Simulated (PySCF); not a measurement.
SMILES O=c1cc1Br, C3HBrO

Molfile (atoms numbered from 1):
```
C3HBrO
     RDKit          3D

  6  6  0  0  0  0  0  0  0  0999 V2000
   -1.2180    1.6432    0.5591 O   0  0  0  0  0  0  0  0  0  0  0  0
   -0.5946    0.6863    0.2478 C   0  0  0  0  0  0  0  0  0  0  0  0
   -0.4577   -0.7013   -0.0816 C   0  0  0  0  0  0  0  0  0  0  0  0
    0.6598    0.0591   -0.0916 C   0  0  0  0  0  0  0  0  0  0  0  0
    2.4829   -0.0106   -0.3962 Br  0  0  0  0  0  0  0  0  0  0  0  0
   -0.8693   -1.6746   -0.2327 H   0  0  0  0  0  0  0  0  0  0  0  0
  1  2  2  0
  2  3  1  0
  3  4  2  0
  4  5  1  0
  4  2  1  0
  3  6  1  0
M  END
```

Method: PySCF, TDDFT CAM-B3LYP/def2-SVPD excited states, vertical, gas phase. Geometry: GFN2-xTB.

The calculation is non-relativistic, which matters for the atoms heavier than Zn.

(1) Give the one- and two-photon strengths of the lowest singlets.

Answers

(1) δ for parallel linear polarisation; σ at the peak of a Lorentzian of half width 0.1 eV, single beam; Ω is circular over linear.
| state | E (eV) | f | photon λ (nm) | δ (au) | σ (GM) | Ω | main |
| --- | --- | --- | --- | --- | --- | --- | --- |
| S1 | 4.60 | 0.000 | 539 | <0.1 | 0.00 | – | HOMO→LUMO 0.98 |
| S2 | 5.76 | 0.015 | 430 | 228 | 2.77 | 0.69 | HOMO→LUMO+1 0.69, HOMO−1→LUMO 0.20 |
| S3 | 5.79 | 0.000 | 428 | 0.43 | 0.01 | 0.72 | HOMO→LUMO+3 0.92 |
| S4 | 6.29 | 0.000 | 394 | 1.91 | 0.03 | 1.50 | HOMO−1→LUMO+1 0.87 |
| S5 | 6.40 | 0.125 | 387 | 11.4 | 0.17 | 1.50 | HOMO−1→LUMO 0.61, HOMO−2→LUMO+1 0.25 |

Among these, the strongest one-photon state is S5, the strongest two-photon state S2, with a dipole change of 4.0 D (relaxed, norm of the difference vector).
